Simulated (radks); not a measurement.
Values are calculated unless marked as measured or tabulated.
Numerical settings for neutral zinc, [Ar] 3d10 4s2. Level of theory: scalar-relativistic Kohn-Sham, PBEsol, spin-polarised, spherical densities, point nucleus (a radial shooting solver on a logarithmic mesh with Libxc functionals). The defaults (mesh step 0.008 in ln r, mesh end at 40 bohr or more with all orbitals vanishing there, Anderson mixing 0.5 over 9 steps, residual threshold near 1e-9 with the energy settled to 1e-9 hartree or 1e-11 of itself, here a cap of 84 iterations) give E = -1794.6009 hartree and 4s at -5.998 eV in 15 iterations. Times are rough (one thread of a shared host). Changes against that run (0 stands for a change within the tolerance of the run):

mesh step in ln r 0.08: iterations 15; converged yes; E (mhartree) +0.0544; e(4s) (meV) -0.0213; CPU (s) 0.03
mesh step in ln r 0.003: iterations 15; converged yes; E (mhartree) 0; e(4s) (meV) 0; CPU (s) 0.47
mesh step in ln r 0.12: iterations 2; converged no; E (mhartree) diverged; CPU (s) 0.02
mesh end (bohr) 12: iterations 15; converged yes; E (mhartree) +0.0077; e(4s) (meV) +0.932; CPU (s) 0.18
mesh end (bohr) 2: iterations 14; converged level above zero; E (mhartree) +6.25e+03; e(4s) (meV) +7.43e+04; CPU (s) 0.13
residual threshold 1e-05: iterations 11; converged yes; E (mhartree) 0; e(4s) (meV) -0.0284; CPU (s) 0.15
residual threshold 0.001: iterations 11; converged yes; E (mhartree) 0; e(4s) (meV) -0.0284; CPU (s) 0.15
mixing 1: iterations 13; converged yes; E (mhartree) 0; e(4s) (meV) 0; CPU (s) 0.16
linear mixing, mixing 0.5: iterations 74; converged yes; E (mhartree) 0; e(4s) (meV) 0; CPU (s) 0.7
linear mixing, mixing 0.05: iterations 84; converged no; E (mhartree) +0.28; e(4s) (meV) -32.2; CPU (s) 0.89
mixing history 20: iterations 22; converged yes; E (mhartree) 0; e(4s) (meV) 0; CPU (s) 0.24
iteration cap 5: iterations 5; converged no; E (mhartree) +52.8; e(4s) (meV) +596; CPU (s) 0.07

Settled on a wrong energy, with an occupied level pushed above zero by the early mesh end: mesh end (bohr) 2 (+6.25 hartree). Apart from these: no run marked as converged misses the energy by more than 1 mhartree. A mesh that ends early acts as a hard wall.
